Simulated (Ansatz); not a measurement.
Ansatz (a first-principles code) input (B3LYP-D3(BJ)/def2-TZVP):

Ansatz 0.2 input:
```yaml
crystal:
  periodic: [false, false, false]
  atoms:
    - {symbol: Na, position_ang: [-0.00000000, -0.00000000, -1.12369133]}
    - {symbol: F, position_ang: [0.00000000, 0.00000000, 1.37340051]}
basis:
  gaussian:
    orbitals: def2-TZVP
hamiltonian:
  xc: b3lyp
  dispersion: d3bj
total_charge: 1
magnetization: {spin_polarized: true, initial_magnetization: 1}
phonons: {temperatures: {t_min: 298.15, t_max: 298.15, t_step: 100}}
```

Output:

```
Functional definition: B3LYP
integrals: 0.01 GiB planned
433 factors; their error is unknown
mean field: 0.16 GiB planned
mean field evaluation 1: about -7118.6634 eV, gradient 5.3e1 eV
mean field evaluation 2: about -7113.8269 eV, gradient 6.5e1 eV
mean field evaluation 4: about -7125.7782 eV, gradient 2.9e-1 eV
mean field evaluation 8: about -7125.8116 eV, gradient 3.3e-3 eV
mean field evaluation 16: about -7125.8116 eV, gradient 1.3e-5 eV
mean field -7125.81160218 eV, -261.8687463317 hartree, gradient 1.3e-5 eV, S^2 0.751657; 1 other end points of the search recorded, 0 dependent functions left out
the calculation of the forces begins
reference -7125.81176810 eV, -261.8687524291 hartree; 10, 9 occupied and 53, 54 virtual orbitals, 433 factors
these checks for a lower state are left out or cut short: stability, starts, cluster_reference, orbital_swaps, neighbouring_geometries, increment
integrals: 0.01 GiB planned
433 factors; their error is unknown
mean field: 0.16 GiB planned
mean field -7125.81160217 eV, -261.8687463312 hartree, gradient 1.1e-6 eV, S^2 0.751657; 0 other end points of the search recorded, 0 dependent functions left out
the calculation of the forces begins
reference -7125.81176809 eV, -261.8687524287 hartree; 10, 9 occupied and 53, 54 virtual orbitals, 433 factors
these checks for a lower state are left out or cut short: stability, starts, cluster_reference, orbital_swaps, neighbouring_geometries, increment
integrals: 0.01 GiB planned
433 factors; their error is unknown
mean field: 0.16 GiB planned
mean field evaluation 32: about -7125.8116 eV, gradient 1.2e-5 eV
mean field -7125.81160217 eV, -261.8687463312 hartree, gradient 1.1e-6 eV, S^2 0.751657; 0 other end points of the search recorded, 0 dependent functions left out
the calculation of the forces begins
reference -7125.81176809 eV, -261.8687524287 hartree; 10, 9 occupied and 53, 54 virtual orbitals, 433 factors
these checks for a lower state are left out or cut short: stability, starts, cluster_reference, orbital_swaps, neighbouring_geometries, increment
integrals: 0.01 GiB planned
433 factors; their error is unknown
mean field: 0.16 GiB planned
mean field -7125.81160217 eV, -261.8687463312 hartree, gradient 4.7e-7 eV, S^2 0.751657; 0 other end points of the search recorded, 0 dependent functions left out
the calculation of the forces begins
reference -7125.81176809 eV, -261.8687524287 hartree; 10, 9 occupied and 53, 54 virtual orbitals, 433 factors
these checks for a lower state are left out or cut short: stability, starts, cluster_reference, orbital_swaps, neighbouring_geometries, increment
integrals: 0.01 GiB planned
433 factors; their error is unknown
mean field: 0.16 GiB planned
mean field -7125.81160217 eV, -261.8687463312 hartree, gradient 4.7e-7 eV, S^2 0.751657; 0 other end points of the search recorded, 0 dependent functions left out
the calculation of the forces begins
reference -7125.81176809 eV, -261.8687524287 hartree; 10, 9 occupied and 53, 54 virtual orbitals, 433 factors
these checks for a lower state are left out or cut short: stability, starts, cluster_reference, orbital_swaps, neighbouring_geometries, increment
integrals: 0.01 GiB planned
433 factors; their error is unknown
mean field: 0.16 GiB planned
mean field -7125.81162395 eV, -261.8687471316 hartree, gradient 7.9e-7 eV, S^2 0.751656; 0 other end points of the search recorded, 0 dependent functions left out
the calculation of the forces begins
reference -7125.81178988 eV, -261.8687532294 hartree; 10, 9 occupied and 53, 54 virtual orbitals, 433 factors
these checks for a lower state are left out or cut short: stability, starts, cluster_reference, orbital_swaps, neighbouring_geometries, increment
integrals: 0.01 GiB planned
433 factors; their error is unknown
mean field: 0.16 GiB planned
mean field -7125.81157605 eV, -261.8687453711 hartree, gradient 5.5e-7 eV, S^2 0.751657; 0 other end points of the search recorded, 0 dependent functions left out
the calculation of the forces begins
reference -7125.81174196 eV, -261.8687514682 hartree; 10, 9 occupied and 53, 54 virtual orbitals, 433 factors
these checks for a lower state are left out or cut short: stability, starts, cluster_reference, orbital_swaps, neighbouring_geometries, increment
integrals: 0.01 GiB planned
433 factors; their error is unknown
mean field: 0.16 GiB planned
mean field evaluation 64: about -7125.8116 eV, gradient 4.1e-5 eV
mean field -7125.81160217 eV, -261.8687463312 hartree, gradient 1.1e-6 eV, S^2 0.751657; 0 other end points of the search recorded, 0 dependent functions left out
the calculation of the forces begins
reference -7125.81176809 eV, -261.8687524287 hartree; 10, 9 occupied and 53, 54 virtual orbitals, 433 factors
these checks for a lower state are left out or cut short: stability, starts, cluster_reference, orbital_swaps, neighbouring_geometries, increment
integrals: 0.01 GiB planned
433 factors; their error is unknown
mean field: 0.16 GiB planned
mean field -7125.81160217 eV, -261.8687463312 hartree, gradient 1.1e-6 eV, S^2 0.751657; 0 other end points of the search recorded, 0 dependent functions left out
the calculation of the forces begins
reference -7125.81176809 eV, -261.8687524287 hartree; 10, 9 occupied and 53, 54 virtual orbitals, 433 factors
these checks for a lower state are left out or cut short: stability, starts, cluster_reference, orbital_swaps, neighbouring_geometries, increment
integrals: 0.01 GiB planned
433 factors; their error is unknown
mean field: 0.16 GiB planned
mean field -7125.81160217 eV, -261.8687463312 hartree, gradient 4.7e-7 eV, S^2 0.751657; 0 other end points of the search recorded, 0 dependent functions left out
the calculation of the forces begins
reference -7125.81176809 eV, -261.8687524287 hartree; 10, 9 occupied and 53, 54 virtual orbitals, 433 factors
these checks for a lower state are left out or cut short: stability, starts, cluster_reference, orbital_swaps, neighbouring_geometries, increment
integrals: 0.01 GiB planned
433 factors; their error is unknown
mean field: 0.16 GiB planned
mean field -7125.81160217 eV, -261.8687463312 hartree, gradient 4.7e-7 eV, S^2 0.751657; 0 other end points of the search recorded, 0 dependent functions left out
the calculation of the forces begins
reference -7125.81176809 eV, -261.8687524287 hartree; 10, 9 occupied and 53, 54 virtual orbitals, 433 factors
these checks for a lower state are left out or cut short: stability, starts, cluster_reference, orbital_swaps, neighbouring_geometries, increment
integrals: 0.01 GiB planned
433 factors; their error is unknown
mean field: 0.16 GiB planned
mean field -7125.81157605 eV, -261.8687453711 hartree, gradient 5.5e-7 eV, S^2 0.751657; 0 other end points of the search recorded, 0 dependent functions left out
the calculation of the forces begins
reference -7125.81174196 eV, -261.8687514682 hartree; 10, 9 occupied and 53, 54 virtual orbitals, 433 factors
these checks for a lower state are left out or cut short: stability, starts, cluster_reference, orbital_swaps, neighbouring_geometries, increment
integrals: 0.01 GiB planned
433 factors; their error is unknown
mean field: 0.16 GiB planned
mean field evaluation 96: about -7125.8116 eV, gradient 7.9e-7 eV
mean field -7125.81162395 eV, -261.8687471316 hartree, gradient 7.9e-7 eV, S^2 0.751656; 0 other end points of the search recorded, 0 dependent functions left out
the calculation of the forces begins
reference -7125.81178988 eV, -261.8687532294 hartree; 10, 9 occupied and 53, 54 virtual orbitals, 433 factors
Total energy: -7125.82679992 eV, -261.8693048381 hartree
Atom 0 at    -0.000000    -0.000000    -1.123691 Å, force     0.000000    -0.000000     0.000356 eV/Å
Atom 1 at     0.000000     0.000000     1.373401 Å, force    -0.000000     0.000000    -0.000356 eV/Å
Dipole moment:    -0.000000     0.000000    -1.045451 e Å
Vibrations: 135.60 cm⁻¹, zero-point energy 0.008406 eV
```
